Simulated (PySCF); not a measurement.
A calculated (PBE0, PySCF 2.14, x2c-TZVPPall, scalar relativity by spin-free X2C-1e) atom or ion has these occupied shells.

| shell | electrons | orbital energy (eV) | rms radius, mean of both spins (bohr) |
| --- | --- | --- | --- |
| 1s α | 1 | -869.35 | 0.183 |
| 1s β | 1 | -868.20 | 0.183 |
| 2s α | 1 | -61.308 | 0.948 |
| 2s β | 1 | -58.063 | 0.948 |
| 2p α | 3 | -36.361 | 1.00 |
| 2p β | 2 | -34.207 | 1.00 |

Task: Name the element and its charge.

Result: Ne⁺ (neon, charge +1), in [He] 2s2 2p5, 2P determinant.
